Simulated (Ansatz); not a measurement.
A nudged elastic band was laid between two geometries of C2H7AlO (11 atoms, charge 0, multiplicity 1).

Theory: UKS B3LYP/cc-pVDZ (Ansatz).

```
movable images  : 7
climbing image  : yes
spring          : 5.0 eV/Å²
optimiser       : quadratic models (default)
start path      : through a guess of the saddle point
force threshold : 0.05 eV/Å
iteration limit : 60
end points      : relaxed
```

First end point:

```xyz
11
Properties=species:S:1:pos:R:3
C -0.959 1.171 0.224
C -0.430 -0.234 0.076
O 0.873 -0.372 0.907
Al 1.059 -0.890 -1.044
H -1.865 1.272 -0.398
H -1.237 1.417 1.265
H -0.234 1.924 -0.125
H -1.136 -0.984 0.463
H 0.764 -1.035 1.606
H 2.005 0.145 -1.788
H 1.225 -2.470 -1.165
```

Last end point:

```xyz
11
Properties=species:S:1:pos:R:3
C -0.803 1.120 0.266
C 0.063 -0.072 0.463
O 0.099 -0.561 1.666
Al 1.013 -1.083 -1.115
H -1.424 0.977 -0.632
H -1.437 1.370 1.139
H -0.139 1.973 0.034
H 2.195 -1.967 -0.495
H -0.496 -0.079 2.285
H 1.372 0.116 -2.127
H -0.379 -1.852 -1.463
```

Question: What changes between the two ends?

Answer: Bonds broken: C2–H8, O3–Al4. Bonds formed: Al4–H8.

Question: Give the energies along the band, and the barrier.

Answer: The forces met the threshold. The highest image is number 5 of 0 to 8, 32.2 kcal/mol above the first end and 0.5 kcal/mol above the last; the last end lies 31.7 kcal/mol above the first. Beside the main top the profile has a ripple of under 15 meV (maxima at images 5, 7), which may be a very shallow well or noise. A vibrational analysis at the climbing image gives one clearly imaginary mode, 91i cm⁻¹: a first-order saddle point. The orbitals stay closed-shell, which can raise the energy where a bond breaks towards radicals; this wasn't checked here.

| image | path coordinate (Å) | energy (kcal/mol) | C2–H8 (Å) | O3–Al4 (Å) | Al4–H8 (Å) |
| --- | --- | --- | --- | --- | --- |
| 0 | 0.00 | 0.0 | 1.10 | 2.03 | 2.66 |
| 1 | 1.58 | 6.8 | 1.11 | 2.45 | 2.58 |
| 2 | 3.15 | 8.0 | 1.11 | 2.75 | 2.57 |
| 3 | 4.73 | 13.9 | 1.17 | 2.81 | 2.23 |
| 4 | 6.30 | 31.8 | 2.62 | 2.98 | 1.63 |
| 5 | 7.88 | 32.2 | 2.88 | 2.97 | 1.61 |
| 6 | 9.12 | 31.7 | 3.01 | 2.97 | 1.60 |
| 7 | 10.35 | 31.9 | 3.00 | 2.99 | 1.60 |
| 8 | 11.58 | 31.7 | 3.01 | 2.97 | 1.60 |

Question: What is the geometry of the highest image?

Answer: 
```xyz
11
Properties=species:S:1:pos:R:3
C -1.010 0.979 0.265
C 0.134 0.047 0.428
O 0.685 0.015 1.602
Al 0.903 -1.205 -1.102
H -1.882 0.394 -0.076
H -1.266 1.559 1.173
H -0.782 1.660 -0.574
H 0.675 -2.650 -0.425
H 0.255 0.631 2.237
H 2.420 -0.667 -1.176
H -0.065 -0.819 -2.331
```

The band took 25 iterations and about 19 core-minutes.

Time of the run: 9.8 min on 2 threads of Arm Neoverse V1 (shared host), peak memory 0.29 GiB.
